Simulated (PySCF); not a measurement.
# Orbital picture of BaH

r²SCAN0 at R = 2.214 Å; Ba x2c-TZVPPall, H x2c-TZVPPall; spin-free X2C with a Gaussian nucleus (PySCF 2.14). State: ²Σ⁺ (doublet), unpaired electrons σ ↑. Only the outer orbitals are listed, counted within each symmetry.

```tsv
spin	orbital	occ.	ε (eV)	on Ba (%)	main shells (%)
α	10σ	1	-36.09	100	100 Ba s
α	6π	1	-20.04	100	100 Ba p
α	6π	1	-20.04	100	100 Ba p
α	11σ	1	-19.87	98	98 Ba p
α	12σ	1	-5.89	35	65 H s, 18 Ba d, 13 Ba s
α	13σ	1	-3.49	99	73 Ba s, 15 Ba d, 11 Ba p
α	7π	0	-1.06	100	68 Ba p, 32 Ba d
α	7π	0	-1.06	100	68 Ba p, 32 Ba d
α	3δ	0	-0.94	100	100 Ba d
β	10σ	1	-36.00	100	100 Ba s
β	6π	1	-19.95	100	100 Ba p
β	6π	1	-19.95	100	100 Ba p
β	11σ	1	-19.74	98	98 Ba p
β	12σ	1	-5.76	37	63 H s, 18 Ba d, 12 Ba s
β	13σ	0	-1.55	99	72 Ba s, 20 Ba p
β	7π	0	-0.74	100	63 Ba p, 37 Ba d
β	7π	0	-0.74	100	63 Ba p, 37 Ba d
```

Task: Which are the highest filled and the lowest empty level, where do they sit, and how wide is the gap?

Result: Highest filled α 13σ at -3.49 eV (in %: 73 Ba s, 15 Ba d, 11 Ba p); lowest empty β 13σ at -1.55 eV (in %: 72 Ba s, 20 Ba p); the gap at r²SCAN0 is 1.94 eV.

```json
{
  "bond order (Mayer)": "0.90",
  "⟨S²⟩": "0.751",
  "charge on Ba (Mulliken, basis-dependent)": "0.34",
  "charge on Ba (Löwdin, basis-dependent)": "0.24",
  "dipole moment (positive dipole means Ba(−)H(+))": "-3.55 D"
}
```

Spin–orbit coupling is left out. The state is the lowest determinant that a PBE0 search found; another state may lie lower at other levels.
